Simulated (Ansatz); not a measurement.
Harmonic frequencies (cm⁻¹) at PBE0-D4/def2-TZVP from Ansatz: 140, 145, 156, 212, 223, 263, 293, 408, 538, 742, 780, 806, 855, 956, 1283, 1440, 1442, 3062, 3151, 3160, 3915.

Each molecule was computed in one conformer, which needn't be the lowest.

Task: Which molecule is it?
A. `C[SiH2]F`
B. `C[SiH](F)Br`
C. `C[Si](O)(Cl)Br`
D. `C[SiH](F)C#N`

Result: C.
